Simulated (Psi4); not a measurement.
Cl₂, singlet, at a GFN2-xTB geometry; HF/def2-SVP (Psi4).

The Psi4 input:
```
memory 2 GB

molecule mol {
0 1
  Cl   -0.000000   -0.000000   -1.008426
  Cl    0.000000    0.000000    1.008426
symmetry c1
}

set basis def2-svp
set reference rhf

energy('scf')
print_variables()
```

What does Psi4 print? Leave out banner, timings and long lists.


```
   => Loading Basis Set <=

    Name: DEF2-SVP
    Role: ORBITAL
    Keyword: BASIS

         ---------------------------------------------------------
                                   SCF
               by Justin Turney, Rob Parrish, Andy Simmonett
                          and Daniel G. A. Smith
                              RHF Reference
         ---------------------------------------------------------

  ==> Geometry <==

    Molecular point group: c1
    Full point group: D_inf_h

    Geometry (in Angstrom), charge = 0, multiplicity = 1:

       Center              X                  Y                   Z               Mass
    ------------   -----------------  -----------------  -----------------  -----------------
         CL           0.000000000000     0.000000000000    -1.008426000000    34.968852682000
         CL           0.000000000000     0.000000000000     1.008426000000    34.968852682000

  Running in c1 symmetry.

  Rotational constants: A = ************  B =      0.23703  C =      0.23703 [cm^-1]
  Rotational constants: A = ************  B =   7105.87807  C =   7105.87807 [MHz]
  Nuclear repulsion =   75.827187063616961

  Charge       = 0
  Multiplicity = 1
  Electrons    = 34
  Nalpha       = 17
  Nbeta        = 17

  ==> Algorithm <==

  SCF Algorithm Type is DF.
  DIIS enabled.
  MOM disabled.
  Fractional occupation disabled.
  Guess Type is SAD.
  Energy threshold   = 1.00e-06
  Density threshold  = 1.00e-06
  Integral threshold = 1.00e-12

  ==> Primary Basis <==

  Basis Set: DEF2-SVP
    Blend: DEF2-SVP
    Number of shells: 16
    Number of basis functions: 36
    Number of Cartesian functions: 38
    Spherical Harmonics?: true
    Max angular momentum: 2

   => Loading Basis Set <=

    Name: (DEF2-SVP AUX)
    Role: JKFIT
    Keyword: DF_BASIS_SCF

  ==> Integral Setup <==

  SCF_SUBTYPE=INCORE selected. In-core MEM_DF algorithm will be used.
  Using in-core AOs.

  ==> MemDFJK: Density-Fitted J/K Matrices <==

    J tasked:                   Yes
    K tasked:                   Yes
    wK tasked:                   No
    Algorithm:                 Core
    Schwarz Cutoff:           1E-12
    Mask sparsity (%):       1.3889
    Fitting Condition:        1E-10

   => Auxiliary Basis Set <=

  Basis Set: (DEF2-SVP AUX)
    Blend: DEF2-UNIVERSAL-JKFIT
    Number of shells: 76
    Number of basis functions: 256
    Number of Cartesian functions: 310
    Spherical Harmonics?: true
    Max angular momentum: 4

  Minimum eigenvalue in the overlap matrix is 4.1261075647E-02.
  Reciprocal condition number of the overlap matrix is 1.4917556479E-02.
    Using symmetric orthogonalization.

  ==> Pre-Iterations <==

  SCF Guess: Superposition of Atomic Densities via on-the-fly atomic UHF (no occupation information).

   -------------------------
    Irrep   Nso     Nmo
   -------------------------
     A         36      36
   -------------------------
    Total      36      36
   -------------------------

  ==> Iterations <==

                           Total Energy        Delta E     RMS |[F,P]|

   @DF-RHF iter SAD:  -918.45188005960415   -9.18452e+02   0.00000e+00
   @DF-RHF iter   1:  -918.64593013988269   -1.94050e-01   4.13552e-03 DIIS/ADIIS
   @DF-RHF iter   2:  -918.65767268569437   -1.17425e-02   1.38536e-03 DIIS/ADIIS
   @DF-RHF iter   3:  -918.65887795236608   -1.20527e-03   2.35352e-04 DIIS/ADIIS
   @DF-RHF iter   4:  -918.65894956383465   -7.16115e-05   3.77409e-05 DIIS
   @DF-RHF iter   5:  -918.65895140111525   -1.83728e-06   5.36839e-06 DIIS
   @DF-RHF iter   6:  -918.65895143049102   -2.93758e-08   6.73352e-07 DIIS
  Energy and wave function converged.

  ==> Post-Iterations <==

    Orbital Energies [Eh]
    ---------------------

    Doubly Occupied:

       1A   -104.854588     2A   -104.854547     3A    -10.615233
       4A    -10.615119     5A     -8.090664     6A     -8.090503
       7A     -8.085218     8A     -8.085218     9A     -8.085214
      10A     -8.085214    11A     -1.209059    12A     -1.012384
      13A     -0.585606    14A     -0.562294    15A     -0.562294
      16A     -0.443646    17A     -0.443646

    Virtual:

      18A      0.044068    19A      0.600119    20A      0.717962
      21A      0.788170    22A      0.829897    23A      0.829897
      24A      0.976761    25A      0.976761    26A      1.023370
      27A      1.023370    28A      1.044380    29A      1.044380
      30A      1.068572    31A      1.079700    32A      1.079700
      33A      1.282948    34A      1.282948    35A      1.319914
      36A      1.705580

    Final Occupation by Irrep:
              A
    DOCC [    17 ]
    NA   [    17 ]
    NB   [    17 ]

  @DF-RHF Final Energy:  -918.65895143049102

   => Energetics <=

    Nuclear Repulsion Energy =             75.8271870636169609
    One-Electron Energy =               -1420.4114553405554489
    Two-Electron Energy =                 425.9253168464475152
    Total Energy =                       -918.6589514304910153

Computation Completed

Properties will be evaluated at   0.000000,   0.000000,   0.000000 [a0]

Properties computed using the SCF density matrix

 Multipole Moments:

 ------------------------------------------------------------------------------------
     Multipole            Electronic (a.u.)      Nuclear  (a.u.)        Total (a.u.)
 ------------------------------------------------------------------------------------

 L = 1.  Multiply by 2.5417464519 to convert [e a0] to [Debye]
 Dipole X            :         -0.0000000            0.0000000           -0.0000000
 Dipole Y            :         -0.0000000            0.0000000           -0.0000000
 Dipole Z            :         -0.0000000            0.0000000           -0.0000000
 Magnitude           :                                                    0.0000000

 ------------------------------------------------------------------------------------

  Variable Map:
  ----------------------------------------------------------------------------
  "CURRENT ENERGY"           =>    -918.658951430491
  "CURRENT REFERENCE ENERGY" =>    -918.658951430491
  "DD SOLVATION ENERGY"      =>       0.000000000000
  "HF KINETIC ENERGY"        =>     918.655137320312
  "HF POTENTIAL ENERGY"      =>   -1837.314088750803
  "HF TOTAL ENERGY"          =>    -918.658951430491
  "HF VIRIAL RATIO"          =>       2.000004151841
  "NUCLEAR REPULSION ENERGY" =>      75.827187063617
  "ONE-ELECTRON ENERGY"      =>   -1420.411455340555
  "PCM POLARIZATION ENERGY"  =>       0.000000000000
  "PE ENERGY"                =>       0.000000000000
  "SCF ITERATION ENERGY"     =>    -918.658951430491
  "SCF ITERATIONS"           =>       6.000000000000
  "SCF TOTAL ENERGY"         =>    -918.658951430491
  "TWO-ELECTRON ENERGY"      =>     425.925316846448

  Array Variable Map:
  ----------------------------------------------------------------------------
  "CURRENT DIPOLE"           =>      -0.000000000000 ... -0.000000000022 1 by 3
  "SCF DIPOLE"               =>      -0.000000000000 ... -0.000000000022 1 by 3
  "SCF TOTAL ENERGIES"       =>    -918.451880059604 ... -918.658951430491 1 by 7
```
